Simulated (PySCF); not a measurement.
A structure optimised at B3LYP-D3(BJ)/def2-TZVP, used in a PySCF frequency run:

```xyz
2

Sb     0.0000     0.0000    -1.2440
Sb     0.0000     0.0000     1.2440
```
Charge 0, spin multiplicity 1.

### Question
Write its SMILES, formula and point group.

### Answer
[Sb]#[Sb], Sb2, D∞h

### Question
What are its rotational constants (standard atomic weights)?

### Answer
1.3411 GHz (linear rotor, B only)
